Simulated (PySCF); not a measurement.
Computed NMR parameters against published values

Geometry:
| atom | x (Å) | y (Å) | z (Å) |
| --- | --- | --- | --- |
| C1 | 3.188 | -0.129 | 0.354 |
| O2 | 1.786 | -0.160 | 0.557 |
| C3 | 1.037 | 0.124 | -0.510 |
| O4 | 1.491 | 0.400 | -1.591 |
| C5 | -0.422 | 0.060 | -0.209 |
| C6 | -0.921 | -0.278 | 1.050 |
| C7 | -2.304 | -0.312 | 1.221 |
| N8 | -3.172 | -0.039 | 0.250 |
| C9 | -2.688 | 0.282 | -0.948 |
| C10 | -1.326 | 0.346 | -1.233 |
| H11 | 3.644 | -0.339 | 1.328 |
| H12 | 3.507 | 0.856 | -0.015 |
| H13 | 3.492 | -0.889 | -0.381 |
| H14 | -0.242 | -0.507 | 1.872 |
| H15 | -2.729 | -0.574 | 2.197 |
| H16 | -3.424 | 0.501 | -1.730 |
| H17 | -0.954 | 0.610 | -2.224 |

Published estimates (parent shift plus substituent increments) and measurements: δ 13C C7/C9 150.8; C5 137.3; C6/C10 122.9; δ 1H H15/H16 8.78; H14/H17 7.86 ppm (estimated from measurements, as parent shift plus tabulated substituent increment; solution, not stated per compound (mostly CDCl3 or CCl4); Pretsch, Buehlmann, Badertscher, Structure Determination of Organic Compounds, 4th ed. (2009)).

Calculated, not measured (PySCF 2.14): geometry: PBE0-D3(BJ)/def2-SVP, NMR shieldings at PBE0/pcSseg-1/GIAO. Gas phase, non-relativistic, fast rotation and ring inversion assumed for equivalent nuclei, a single conformation.

Question: How close does the calculation come?

Answer: 
Reference values: estimated from measurements, as parent shift plus tabulated substituent increment (solution, not stated per compound (mostly CDCl3 or CCl4); Pretsch, Buehlmann, Badertscher, Structure Determination of Organic Compounds, 4th ed. (2009)).
```
  atoms  quantity  reference  computed  computed, scaled
  C7/C9     δ 13C      150.8     156.5             150.6
     C5     δ 13C      137.3     140.0             134.7
 C6/C10     δ 13C      122.9     128.1             123.1
H15/H16      δ 1H       8.78      8.98              8.74
H14/H17      δ 1H       7.86      7.93              7.74
```

Computed shifts are σ(ref) − σ with the named reference compound (TMS for H and C) calculated as an isolated molecule at the same level. The measured values may be among those fitted. Expected solution values come from regression of measured δ (H and C: mostly CDCl3, vs TMS) on computed σ: 13C (scatter 1.9 ppm rms, 2.3 ppm with the 23 outliers that the fit left out); 1H (scatter 0.21 ppm rms, 0.22 ppm with the 3 outliers that the fit left out). A few per cent of atoms miss by over 2 rms, more outside the fitted compound classes.

Question: How far are the unscaled 13C shifts from the references?

Answer: Mean signed difference +4.53 ppm, mean absolute 4.53 ppm over 3 comparisons; the largest is +5.7 ppm at C7/C9 (aromatic CH next to a ring nitrogen).

Question: How far are the unscaled 1H shifts from the references?

Answer: Mean signed difference +0.14 ppm, mean absolute 0.14 ppm over 2 comparisons; the largest is +0.20 ppm at H15/H16 (hydrogen on an aromatic CH next to a ring nitrogen).
